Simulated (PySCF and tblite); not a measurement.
Results of a calculation; reference values are marked as such.
Stationary points of C$_{4}$H$_{9}$NSeSi at GFN2-xTB, in Å:

Structure A

```
 1 C     2.450    0.408   -1.042
 2 C     1.148    0.245   -1.243
 3 N     0.183    0.052   -0.263
 4 C     0.660    0.020    1.102
 5 C    -1.119   -0.099   -0.555
 6 Si   -2.455   -0.393    0.780
 7 Se   -1.766   -0.044   -2.243
 8 H     3.099    0.548   -1.887
 9 H     2.923    0.412   -0.076
10 H     0.748    0.254   -2.246
11 H    -0.161   -0.130    1.796
12 H     1.154    0.965    1.339
13 H     1.379   -0.793    1.222
14 H    -2.454    0.765    1.681
15 H    -3.733   -0.540    0.109
16 H    -2.095   -1.612    1.515
```

Structure B

```
 1 C     2.176   -0.506   -0.890
 2 C     0.946   -0.041   -1.080
 3 N     0.197    0.707   -0.192
 4 C     0.662    0.883    1.164
 5 C    -1.206    0.623   -0.329
 6 Si   -2.087   -0.967    0.264
 7 Se   -2.065    2.012   -1.013
 8 H     2.690   -1.007   -1.689
 9 H     2.716   -0.389    0.031
10 H     0.443   -0.183   -2.028
11 H    -0.005    1.580    1.670
12 H     1.663    1.314    1.139
13 H     0.688   -0.060    1.724
14 H    -2.429   -0.760    1.673
15 H    -3.275   -1.157   -0.557
16 H    -1.114   -2.049    0.115
```

Structure C

```
 1 C     2.060   -0.636   -0.873
 2 C     0.767   -0.561   -0.573
 3 N     0.174    0.379    0.254
 4 C     1.057    1.366    0.841
 5 C    -1.146    0.363    0.491
 6 Si   -2.318   -0.938   -0.281
 7 Se   -1.968    1.564    1.562
 8 H     2.408   -1.413   -1.528
 9 H     2.806    0.040   -0.499
10 H     0.078   -1.280   -0.991
11 H     0.479    2.042    1.468
12 H     1.546    1.941    0.054
13 H     1.812    0.871    1.453
14 H    -3.661   -0.652    0.190
15 H    -2.229   -0.814   -1.740
16 H    -1.872   -2.263    0.162
```

The path came from a restrained scan, a climbing-image band and a saddle search at GFN2-xTB; energies are B3LYP/pcSseg-1 + D3(BJ)//GFN2-xTB, thermal terms GFN2-xTB.

Which structure is a saddle point, and along which motion?

B: one imaginary mode (141i cm⁻¹ at GFN2-xTB, mostly on C4, C2, Si6), along the rotation about the C5–N3 bond (torsion Si6–C5–N3–C2 from 0° to 179°, rising).

Give their symmetry and energies above the lowest.

A Cs, 1.3 kcal/mol; B C1, 23.3 kcal/mol; C Cs, 0.0 kcal/mol.

Barriers of amide-like rotations can come out several kcal/mol high at such levels. Spin–orbit effects of heavy atoms on shieldings are missing.
